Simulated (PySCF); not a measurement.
# Electronic structure of W (tungsten, neutral) at the PBEsol level

Configuration: [Xe] 4f14 5d4 6s1 6p1, one real determinant (an excited configuration). Calculation: PySCF 2.14, in def2-QZVPPD with the def2 core potential (60 electrons) (7s6p4d3f2g, 84 functions); a scalar-relativistic core potential.

```json
{"Total energy": "-66.7354 hartree", "One-electron energy": "-111.7413 hartree", "Hartree (Coulomb) energy": "52.4112 hartree", "Exchange-correlation energy": "-7.4052 hartree", "⟨S²⟩": "12.0007", "⟨L²⟩": "8.004", "Sum of ⟨r⟩": "25.47 bohr", "Sum of ⟨r²⟩": "65.62 bohr²", "Traceless quadrupole moment −½Σ⟨3z² − r²⟩ along its main axis": "-7.54 e·bohr²"}
```

| shell | electrons | mean orbital energy (eV) | spread (eV) | rms radius, mean of both spins (bohr) |
| --- | --- | --- | --- | --- |
| 5s α | 1 | -79.726 | 0 | 1.15 |
| 5s β | 1 | -77.766 | 0 | 1.15 |
| 5p α | 3 | -44.105 | 0.271 | 1.36 |
| 5p β | 3 | -41.671 | 0.782 | 1.36 |
| 6s α | 1 | -7.353 | 0 | 3.25 |
| 5d α | 4 | -6.718 | 0.232 | 2.21 |
| 6p α | 1 | -2.569 | 0 | 4.66 |

⟨L²⟩ = 8.00 against 12 for a pure F term, so this real determinant mixes terms. Energies and moments cover only the electrons outside the core potential. Spin-orbit coupling, absent here, splits the open shell strongly.
